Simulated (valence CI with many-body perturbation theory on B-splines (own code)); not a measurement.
## Level structure of Eu30+

Calculated by valence CI with perturbative core correlation (CI+MBPT): five valence electrons over a frozen Dirac-Fock core [Ar] 3d10, radial functions for each j: 11 s, 11 p, 10 d, 8 f, 5 g, 2 h, with the one-electron correlation potential Σ1 (screened to all orders), the two-electron term Σ2, the three-electron term Σ3, Breit, model QED; selected single and double excitations, second order for the rest, scaled by the run's own slope (own B-spline code, finite nucleus).

The last digits are not significant, and no measured levels were compared; by estimate large intervals hold to a few tenths of a per cent, small ones and those within an open d or f shell to about a per cent. Among the levels kept, up to 2000 cm⁻¹ of a level comes from second order outside the variational space, and about a tenth of that is noise between levels of different J, which matters for small intervals.

Levels 136 to 169 of 169, with energies above the lowest level, (4s^2 4p1/2^2 4p3/2) J=3/2. "Leading %" is the weight of the configuration and term that name the level; weights of strongly mixed levels are sums over their largest components and can fall short. In the jj column 3d3/2^4 stands for four electrons in 3d with j = 3/2.

| No. | Configuration | Term | J | E (cm⁻¹) | Leading % | Leading jj | Second component | g |
| --- | --- | --- | --- | --- | --- | --- | --- | --- |
| 136 | 4s2 4p2 4f | 2F° | 5/2 | 2508300 | 44 | 4s^2 4p1/2 4p3/2 4f7/2 (59 %) | 12 % 4s2 4p2 4f 2D° | 0.936 |
| 137 | 4s 4p3 4d | 2F° | 7/2 | 2511000 | 26 | 4s 4p3/2^3 4d3/2 (41 %) | 13 % 4s 4p3 4d 4D° | 1.208 |
| 138 | 4s 4p3 4d | 2F° | 5/2 | 2517100 | 20 | 4s 4p3/2^3 4d3/2 (45 %) | 16 % 4s 4p3 4d 2D° | 1.101 |
| 139 | 4s 4p3 4d | 2F° | 7/2 | 2534900 | 19 | 4s 4p3/2^3 4d5/2 (20 %) | 18 % 4s2 4p 4d2 2G° | 1.104 |
| 140 | 4s 4p3 4d | 2F° | 7/2 | 2545900 | 22 | 4s 4p3/2^3 4d5/2 (36 %) | 13 % 4s2 4p 4d2 2F° | 1.147 |
| 141 | 4s2 4p2 4f | 2D° | 3/2 | 2548500 | 37 | 4s^2 4p1/2 4p3/2 4f7/2 (46 %) | 15 % 4s2 4p2 4f 2P° | 0.984 |
| 142 | 4s 4p3 4d | 2D° | 3/2 | 2562900 | 35 | 4s 4p3/2^3 4d5/2 (42 %) | 10 % 4s 4p3 4d 2P° | 0.938 |
| 143 | 4s 4p3 4d | 2P° | 1/2 | 2570500 | 33 | 4s 4p3/2^3 4d3/2 (44 %) | 17 % 4s2 4p2 4f 4D° | 0.501 |
| 144 | 4s 4p3 4d | 2F° | 7/2 | 2586500 | 23 | 4s 4p3/2^3 4d5/2 (39 %) | 18 % 4s 4p3 4d 4D° | 1.201 |
| 145 | 4s 4p3 4d | 2D° | 5/2 | 2591500 | 20 | 4s 4p3/2^3 4d3/2 (33 %) | 11 % 4s2 4p 4d2 2D° | 1.078 |
| 146 | 4s 4p3 4d | 2D° | 5/2 | 2600600 | 16 | 4s^2 4p3/2 4d3/2 4d5/2 (47 %) | 15 % 4s2 4p 4d2 4D° | 1.205 |
| 147 | 4s2 4p 4d2 | 4G° | 11/2 | 2600900 | 88 | 4s^2 4p3/2 4d5/2^2 (70 %) | 9 % 4s2 4p2 4f 2H° | 1.254 |
| 148 | 4s 4p3 4d | 2P° | 3/2 | 2605700 | 30 | 4s 4p3/2^3 4d5/2 (38 %) | 14 % 4s 4p3 4d 2D° | 1.212 |
| 149 | 4s2 4p 4d2 | 4G° | 9/2 | 2610600 | 36 | 4s^2 4p3/2 4d3/2 4d5/2 (83 %) | 26 % 4s2 4p 4d2 4F° | 1.195 |
| 150 | 4s2 4p 4d2 | 2F° | 7/2 | 2617800 | 34 | 4s^2 4p3/2 4d3/2 4d5/2 (56 %) | 12 % 4s2 4p 4d2 4D° | 1.168 |
| 151 | 4s2 4p 4d2 | 2D° | 3/2 | 2622300 | 22 | 4s^2 4p3/2 4d3/2^2 (58 %) | 15 % 4s2 4p 4d2 4F° | 0.925 |
| 152 | 4s2 4p 4d2 | 4D° | 5/2 | 2636800 | 14 | 4s^2 4p3/2 4d3/2 4d5/2 (41 %) | 12 % 4s2 4p 4d2 4P° | 1.165 |
| 153 | 4s2 4p 4d2 | 4F° | 7/2 | 2640400 | 19 | 4s^2 4p3/2 4d3/2^2 (45 %) | 17 % 4s2 4p 4d2 4D° | 1.182 |
| 154 | 4s2 4p 4d2 | 4D° | 1/2 | 2645700 | 51 | 4s^2 4p3/2 4d3/2^2 (26 %) | 11 % 4s2 4p2 4f 2P° | 0.404 |
| 155 | 4s2 4p 4d2 | 4D° | 3/2 | 2647000 | 41 | 4s^2 4p3/2 4d3/2 4d5/2 (33 %) | 7 % 4s2 4p2 4f 2D° | 1.164 |
| 156 | 4s2 4p 4d2 | 4D° | 5/2 | 2647700 | 19 | 4s 4p3/2^3 4d5/2 (26 %) | 14 % 4s2 4p 4d2 4F° | 1.151 |
| 157 | 4s2 4p 4d2 | 2H° | 11/2 | 2652300 | 70 | 4s^2 4p3/2 4d3/2 4d5/2 (59 %) | 26 % 4s2 4p2 4f 4G° | 1.139 |
| 158 | 4s2 4p 4d2 | 2P° | 1/2 | 2661000 | 25 | 4s 4p3/2^3 4d5/2 (38 %) | 13 % 4s 4p3 4d 2P° | 0.852 |
| 159 | 4s2 4p 4d2 | 2G° | 9/2 | 2662400 | 34 | 4s^2 4p3/2^2 4f5/2 (38 %) | 23 % 4s2 4p2 4f 2H° | 1.090 |
| 160 | 4s2 4p 4d2 | 2F° | 5/2 | 2671100 | 26 | 4s^2 4p3/2 4d3/2 4d5/2 (37 %) | 12 % 4s 4p3 4d 2D° | 1.046 |
| 161 | 4s2 4p 4d2 | 2S° | 1/2 | 2671400 | 40 | 4s^2 4p3/2 4d3/2 4d5/2 (54 %) | 21 % 4s2 4p 4d2 4P° | 1.712 |
| 162 | 4s2 4p 4d2 | 4D° | 7/2 | 2674900 | 44 | 4s^2 4p3/2 4d5/2^2 (41 %) | 8 % 4s2 4p 4d2 2F° | 1.317 |
| 163 | 4s2 4p 4d2 | 2P° | 3/2 | 2684000 | 20 | 4s^2 4p3/2 4d3/2^2 (36 %) | 17 % 4s2 4p 4d2 4S° | 1.496 |
| 164 | 4s2 4p2 4f | 2P° | 3/2 | 2691300 | 16 | 4s^2 4p3/2^2 4f7/2 (27 %) | 10 % 4s 4p3 4d 2P° | 1.159 |
| 165 | 4s 4p2 4d2 | 6G | 3/2 | 2692800 | 40 | 4s 4p1/2^2 4d3/2^2 (75 %) | 25 % 4s 4p2 4d2 4F | 0.454 |
| 166 | 4s2 4p 4d2 | 4P° | 5/2 | 2696200 | 32 | 4s^2 4p3/2 4d5/2^2 (45 %) | 16 % 4s2 4p 4d2 2D° | 1.355 |
| 167 | 4s2 4p 4d2 | 2G° | 7/2 | 2699500 | 21 | 4s^2 4p3/2 4d3/2 4d5/2 (37 %) | 14 % 4s2 4p 4d2 4D° | 1.127 |
| 168 | 4p4 4d | 4D | 5/2 | 2703400 | 15 | 4s 4p1/2^2 4d3/2^2 (54 %) | 14 % 4s 4p2 4d2 6G | 1.148 |
| 169 | 4s2 4p 4d2 | 2G° | 7/2 | 2721100 | 24 | 4s^2 4p3/2^2 4f5/2 (26 %) | 11 % 4s2 4p2 4f 4F° | 1.077 |

Where two levels of one J and parity lie close, their mixing, g and order are uncertain.
